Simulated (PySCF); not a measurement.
Two-photon absorption: SMILES N1B(C(C)=O)NBNB1, C2H8B3N3O

Molfile (atoms numbered from 1):
```
C2H8B3N3O
     RDKit          3D

 17 17  0  0  0  0  0  0  0  0999 V2000
   -2.8258    0.3992    0.0061 C   0  0  0  0  0  0  0  0  0  0  0  0
   -1.7531   -0.5958   -0.3607 C   0  0  0  0  0  0  0  0  0  0  0  0
   -2.0391   -1.6730   -0.8504 O   0  0  0  0  0  0  0  0  0  0  0  0
   -0.1936   -0.2594   -0.1203 B   0  0  0  0  0  0  0  0  0  0  0  0
    0.2954    0.9677    0.4133 N   0  0  0  0  0  0  0  0  0  0  0  0
    1.6950    1.1973    0.6019 B   0  0  0  0  0  0  0  0  0  0  0  0
    2.5865    0.1491    0.2329 N   0  0  0  0  0  0  0  0  0  0  0  0
    2.1450   -1.0990   -0.3078 B   0  0  0  0  0  0  0  0  0  0  0  0
    0.7407   -1.2674   -0.4690 N   0  0  0  0  0  0  0  0  0  0  0  0
   -3.8224   -0.0360   -0.1488 H   0  0  0  0  0  0  0  0  0  0  0  0
   -2.7213    1.3033   -0.6186 H   0  0  0  0  0  0  0  0  0  0  0  0
   -2.7160    0.7201    1.0554 H   0  0  0  0  0  0  0  0  0  0  0  0
   -0.3518    1.7022    0.6683 H   0  0  0  0  0  0  0  0  0  0  0  0
    2.1013    2.2430    1.0543 H   0  0  0  0  0  0  0  0  0  0  0  0
    3.5793    0.2955    0.3588 H   0  0  0  0  0  0  0  0  0  0  0  0
    2.9314   -1.9659   -0.6107 H   0  0  0  0  0  0  0  0  0  0  0  0
    0.3467   -2.1229   -0.8485 H   0  0  0  0  0  0  0  0  0  0  0  0
  1  2  1  0
  2  3  2  0
  2  4  1  0
  4  5  1  0
  5  6  1  0
  6  7  1  0
  7  8  1  0
  8  9  1  0
  9  4  1  0
  1 10  1  0
  1 11  1  0
  1 12  1  0
  5 13  1  0
  6 14  1  0
  7 15  1  0
  8 16  1  0
  9 17  1  0
M  END
```

The calculation used PySCF 2.14.0, TDDFT CAM-B3LYP/aug-cc-pVDZ excited states, vertical, gas phase. Geometry: PBE0-D3(BJ)/def2-SVP.

**Question.** Give the one- and two-photon strengths of the lowest singlets.

**Answer.** δ for parallel linear polarisation; σ at the peak of a Lorentzian of half width 0.1 eV, single beam; Ω is circular over linear.
```tsv
state	E (eV)	f	photon λ (nm)	δ (au)	σ (GM)	Ω	main
S1	3.43	0.000	723	0.41	0.00	1.50	HOMO→LUMO 0.94
S2	6.08	0.034	408	52.1	0.71	1.04	HOMO−1→LUMO 0.52, HOMO−2→LUMO 0.36
S3	6.16	0.026	402	138	1.92	0.13	HOMO→LUMO+1 0.67, HOMO→LUMO+3 0.12
S4	6.61	0.166	375	398	6.37	0.42	HOMO−2→LUMO 0.49, HOMO−1→LUMO 0.40
S5	6.92	0.010	358	173	3.03	1.00	HOMO→LUMO+3 0.37, HOMO→LUMO+7 0.26
S6	7.01	0.008	354	59.1	1.06	1.50	HOMO→LUMO+4 0.49, HOMO→LUMO+8 0.25
```

Among these, the strongest one-photon state is S4, the strongest two-photon state S4, with a dipole change of 6.6 D (relaxed, norm of the difference vector).
